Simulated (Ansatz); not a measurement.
`F[CH]([GeH3])CCl` + `N[SiH](F)F` → `F[SiH](F)[NH][GeH3]` + `FCCCl`  (ligand exchange at a Ge–C bond)

Calculated with Ansatz (gas phase, PBE0-D4/def2-TZVP geometries, no zero-point term in ΔE). CBS: MP2 limit from def2 TZ/QZ plus the TZ coupled-cluster correction, frozen cores. This one scheme is used for every species. Functionals use def2-TZVPP. B3LYP here is the variant with VWN-RPA as its local correlation; programs differ in this. For Ge outer-core shells are correlated without core-valence functions, which leaves a few kJ/mol of doubt a bond. Scalar relativity is left out up to krypton. One conformer a species, not always the lowest.

**Question.** Is it downhill or uphill in electronic energy at CCSD(T)/CBS, and by how much? (An estimate is asked.)

**Answer.** Computed: Downhill: ΔE = -40.3 kJ/mol.

**Question.** What do these levels give: PBE-D4, B3LYP-D4, ωB97X-V, PBE, HF/def2-TZVPP, CCSD(T)/def2-TZVPP? (An estimate is asked.)

**Answer.** Computed: PBE-D4 -30.8, B3LYP-D4 -39.6, ωB97X-V -41.7, PBE -31.1, HF/def2-TZVPP -60.9, CCSD(T)/def2-TZVPP -43.6 kJ/mol.

Largest T1 diagnostic among the species: 0.012.

In def2-TZVPP, CCSD(T) changes the Hartree–Fock value by +17.3 kJ/mol (the triples alone add +2.1 kJ/mol) and MP2 by +17.0 kJ/mol. From PBE to PBE0 (25 % exact exchange), in def2-TZVPP and without D4, ΔE moves by −6.1 kJ/mol.
